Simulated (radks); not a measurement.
All-electron atom: Co IV in [Ne] 3p6 3d6 4d2 (not the ground configuration).

Calculated with a radial shooting solver on a logarithmic mesh with Libxc functionals: scalar-relativistic Kohn-Sham, PBE, spin-unpolarised, spherical densities, point nucleus.

Energy parts (eV):
part                      energy
total                 -37575.613
kinetic                38062.080
electron-nucleus      -88563.091
Hartree                14469.348
exchange-correlation   -1543.949

Orbitals (lengths in bohr, moments of r in powers of bohr; r(max) is where P^2 peaks; r(90%) holds 90 % of the orbital's charge):
| orbital | occ. | eigenvalue (eV) | r(max) | <1/r> | r(90%) | <r^2> |
|---|---|---|---|---|---|---|
| 1s | 2 | -7669.744 | 0.03677 | 27.04 | 0.100 | 0.004245 |
| 2s | 2 | -970.4233 | 0.2130 | 5.819 | 0.395 | 0.07690 |
| 2p | 6 | -841.8094 | 0.1718 | 5.712 | 0.368 | 0.06199 |
| 3p | 6 | -129.5336 | 0.6660 | 1.765 | 1.18 | 0.7045 |
| 3d | 6 | -69.3737 | 0.6257 | 1.510 | 1.36 | 0.8517 |
| 4d | 2 | -20.5660 | 2.591 | 0.4557 | 4.22 | 9.362 |

The highest occupied level is 4d at -20.566 eV. Summed over all electrons, <r^2> = 28.60 bohr^2, which gives a Langevin (diamagnetic) susceptibility term of -22.6 x 10^-6 cm^3/mol. The density falls to 0.001 e/bohr^3 at r = 4.33 bohr.
